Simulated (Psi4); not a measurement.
CHO2 (SMILES O=C=[OH+]), charge +1, singlet, at a GFN2-xTB geometry; CISD/6-31G** in Psi4.

The Psi4 input:
```
memory 2 GB

molecule {
1 1
O     1.21306943   -0.14410509   -0.06170642
C     0.10887143   -0.00061822   -0.02177577
O    -1.06740096    0.07785148    0.11883730
H    -1.81857638    0.53373819   -0.32639241
}

set {
  basis 6-31g**
}

energy('cisd')
print_variables()
```

Q: Write the output that Psi4 gives for this input, abridged.

A: 
```
   => Loading Basis Set <=

    Name: 6-31G**
    Role: ORBITAL
    Keyword: BASIS

         ---------------------------------------------------------
                                   SCF
               by Justin Turney, Rob Parrish, Andy Simmonett
                          and Daniel G. A. Smith
                              RHF Reference
         ---------------------------------------------------------

  ==> Geometry <==

    Molecular point group: c1
    Full point group: C1

    Geometry (in Angstrom), charge = 1, multiplicity = 1:

       Center              X                  Y                   Z               Mass
    ------------   -----------------  -----------------  -----------------  -----------------
         O            1.172987227253    -0.132343926552    -0.068896747404    15.994914619570
         C            0.068789227253     0.011142943448    -0.028966097404    12.000000000000
         O           -1.107483162747     0.089612643448     0.111646972596    15.994914619570
         H           -1.858658582747     0.545499353448    -0.333582737404     1.007825032230

  Running in c1 symmetry.

  Rotational constants: A =     44.65812  B =      0.36732  C =      0.36432 [cm^-1]
  Rotational constants: A = 1338816.87472  B =  11011.89913  C =  10922.06409 [MHz]
  Nuclear repulsion =   66.151989746769686

  Charge       = 1
  Multiplicity = 1
  Electrons    = 22
  Nalpha       = 11
  Nbeta        = 11

  ==> Algorithm <==

  SCF Algorithm Type is PK.
  DIIS enabled.
  MOM disabled.
  Fractional occupation disabled.
  Guess Type is SAD.
  Energy threshold   = 1.00e-08
  Density threshold  = 1.00e-08
  Integral threshold = 1.00e-12

  ==> Primary Basis <==

  Basis Set: 6-31G**
    Blend: 6-31G**
    Number of shells: 21
    Number of basis functions: 50
    Number of Cartesian functions: 50
    Spherical Harmonics?: false
    Max angular momentum: 2

  ==> Integral Setup <==

  Using in-core PK algorithm.
   Calculation information:
      Number of atoms:                   4
      Number of AO shells:              21
      Number of primitives:             50
      Number of atomic orbitals:        50
      Number of basis functions:        50

      Integral cutoff                 1.00e-12
      Number of threads:                 1

  Performing in-core PK
  Using 1626900 doubles for integral storage.
  We computed 26246 shell quartets total.
  Whereas there are 26796 unique shell quartets.

  ==> DiskJK: Disk-Based J/K Matrices <==

    J tasked:                  Yes
    K tasked:                  Yes
    wK tasked:                  No
    Schwarz Cutoff:          1E-12

  Minimum eigenvalue in the overlap matrix is 2.7507685052E-03.
  Reciprocal condition number of the overlap matrix is 4.5587017040E-04.
    Using symmetric orthogonalization.

  ==> Pre-Iterations <==

  SCF Guess: Superposition of Atomic Densities via on-the-fly atomic UHF (no occupation information).

   -------------------------
    Irrep   Nso     Nmo
   -------------------------
     A         50      50
   -------------------------
    Total      50      50
   -------------------------

  ==> Iterations <==

                        Total Energy        Delta E     RMS |[F,P]|

   @RHF iter SAD:  -187.73694604446808   -1.87737e+02   0.00000e+00
   @RHF iter   1:  -187.74916114113987   -1.22151e-02   9.60558e-03 DIIS/ADIIS
   @RHF iter   2:  -187.79977141291852   -5.06103e-02   7.36682e-03 DIIS/ADIIS
   @RHF iter   3:  -187.84642742816686   -4.66560e-02   1.03591e-03 DIIS/ADIIS
   @RHF iter   4:  -187.84757541409240   -1.14799e-03   3.32091e-04 DIIS/ADIIS
   @RHF iter   5:  -187.84770114753039   -1.25733e-04   8.68707e-05 DIIS
   @RHF iter   6:  -187.84771721389157   -1.60664e-05   2.87295e-05 DIIS
   @RHF iter   7:  -187.84772001403229   -2.80014e-06   8.71015e-06 DIIS
   @RHF iter   8:  -187.84772036210711   -3.48075e-07   3.59965e-06 DIIS
   @RHF iter   9:  -187.84772044053290   -7.84258e-08   1.14838e-06 DIIS
   @RHF iter  10:  -187.84772044819391   -7.66101e-09   2.48326e-07 DIIS
   @RHF iter  11:  -187.84772044849569   -3.01782e-10   6.66910e-08 DIIS
   @RHF iter  12:  -187.84772044851337   -1.76783e-11   1.51731e-08 DIIS
   @RHF iter  13:  -187.84772044851408   -7.10543e-13   2.85564e-09 DIIS
  Energy and wave function converged.

  ==> Post-Iterations <==

    Orbital Energies [Eh]
    ---------------------

    Doubly Occupied:

[...]
    Virtual:

[...]
    Final Occupation by Irrep:
              A
    DOCC [    11 ]
    NA   [    11 ]
    NB   [    11 ]

  @RHF Final Energy:  -187.84772044851408

   => Energetics <=

    Nuclear Repulsion Energy =             66.1519897467696865
    One-Electron Energy =                -380.6430678812792507
    Two-Electron Energy =                 126.6433576859954826
    Total Energy =                       -187.8477204485140817

Computation Completed

Properties will be evaluated at   0.000000,   0.000000,   0.000000 [a0]

Properties computed using the SCF density matrix

 Multipole Moments:

 ------------------------------------------------------------------------------------
     Multipole            Electronic (a.u.)      Nuclear  (a.u.)        Total (a.u.)
 ------------------------------------------------------------------------------------

 L = 1.  Multiply by 2.5417464519 to convert [e a0] to [Debye]
 Dipole X            :          0.2196662           -1.7421209           -1.5224547
 Dipole Y            :          0.0664711            0.5111837            0.5776548
 Dipole Z            :         -0.1332249           -0.3125182           -0.4457431
 Magnitude           :                                                    1.6882655

 ------------------------------------------------------------------------------------

 MINTS: Wrapper to libmints.
   by Justin Turney

   Calculation information:
      Number of threads:                 1
      Number of atoms:                   4
      Number of AO shells:              21
      Number of SO shells:              21
      Number of primitives:             50
      Number of atomic orbitals:        50
      Number of basis functions:        50

      Number of irreps:                  1
      Integral cutoff                 1.00e-12
      Number of functions per irrep: [  50 ]

 OEINTS: Overlap, kinetic, potential, dipole, and quadrupole integrals
         stored in file 35.

      Computed 786571 non-zero two-electron integrals.
        Stored in file 33.

        ==> Transform all two-electron integrals <==

	Presorting SO-basis two-electron integrals.
	Sorting File: SO Ints (nn|nn) nbuckets = 1
	Constructing frozen core operators
	Starting first half-transformation.
	Sorting half-transformed integrals.
	First half integral transformation complete.
	Starting second half-transformation.
	Two-electron integral transformation complete.

        **********************************************************
        *                                                        *
        *                   CCSD Integral Sort                   *
        *                                                        *
        **********************************************************

        CC integral sort will use                     27.85 mb

        Number of (ab|cd) temporary files:                2
        Number of (ab|ci) temporary files:                3
        Starting temporary file number:                 270

        *******************************************************
        *                                                     *
        *                        CISD                         *
        *      Singles Doubles Configuration Interaction      *
        *                                                     *
        *                   Eugene DePrince                   *
        *                                                     *
        *******************************************************

  ==> Input parameters <==

        Freeze core orbitals?                  no
        Use frozen natural orbitals?           no
        r_convergence:                  1.000e-07
        e_convergence:                  1.000e-06
        Number of DIIS vectors:                 8
        Number of frozen core orbitals:         0
        Number of active occupied orbitals:    11
        Number of active virtual orbitals:     39
        Number of frozen virtual orbitals:      0

  ==> Memory <==

        minimum memory requirements for QCISD =         4.25 mb
        (T) algorithm:                                  3.26 mb (low-memory)
        memory requirements for QCISD(T) =              3.26 mb

  ==> Define tiling <==

        v(ab,cd) diagrams will be evaluated in   1 blocks.
        v(ab,ci) diagrams will be evaluated in   1 blocks over ov2.
        v(ab,ci) diagrams will be evaluated in   1 blocks over ov.

  Allocate cpu memory (     9.23 mb).....done.
  Initialize cpu memory..................done.

  Begin CISD iterations

   Iter  DIIS          Energy       d(Energy)          |d(T)|     time
      0   0 1   -0.4791087527   -0.4791087527    0.3153130007        0
      1   1 1   -0.4129140591    0.0661946936    0.0752857453        0
      2   2 1   -0.4335146521   -0.0206005930    0.0230363391        0
      3   3 1   -0.4349609923   -0.0014463402    0.0049093153        1
      4   4 1   -0.4350869733   -0.0001259810    0.0016582558        0
      5   5 1   -0.4351016500   -0.0000146767    0.0003297106        0
      6   6 1   -0.4351020972   -0.0000004472    0.0000956177        0
      7   7 1   -0.4351021355   -0.0000000384    0.0000192120        0
      8   8 1   -0.4351021374   -0.0000000019    0.0000052735        0
      9   8 2   -0.4351021376   -0.0000000001    0.0000012157        0
     10   8 3   -0.4351021376   -0.0000000000    0.0000003795        0
     11   8 4   -0.4351021376   -0.0000000000    0.0000001178        0
     12   8 5   -0.4351021376   -0.0000000000    0.0000000261        0

  CISD iterations converged!

  CISD variational energy:      -0.435102137569
  CISD transition energy:       -0.435102135902

        OS SCS-MP2 correlation energy:          -0.417235977469
        SS SCS-MP2 correlation energy:          -0.043804034933
        SCS-MP2 correlation energy:             -0.461040012402
      * SCS-MP2 total energy:                 -188.308760460916

        OS MP2 correlation energy:              -0.347696647891
        SS MP2 correlation energy:              -0.131412104798
        MP2 correlation energy:                 -0.479108752689
      * MP2 total energy:                     -188.326829201203

        OS CISD correlation energy:             -0.331625029243
        SS CISD correlation energy:             -0.103477106659
        CISD correlation energy:                -0.435102137569
      * CISD total energy:                    -188.282822586083

  Total time for CISD iterations:       0.58 s (user)
                                        0.22 s (system)
                                           1 s (total)

  Time per iteration:                   0.05 s (user)
                                        0.02 s (system)
                                        0.08 s (total)

  Variable Map:
  ----------------------------------------------------------------------------
[...]
  Array Variable Map:
  ----------------------------------------------------------------------------
[...]
[...]
```
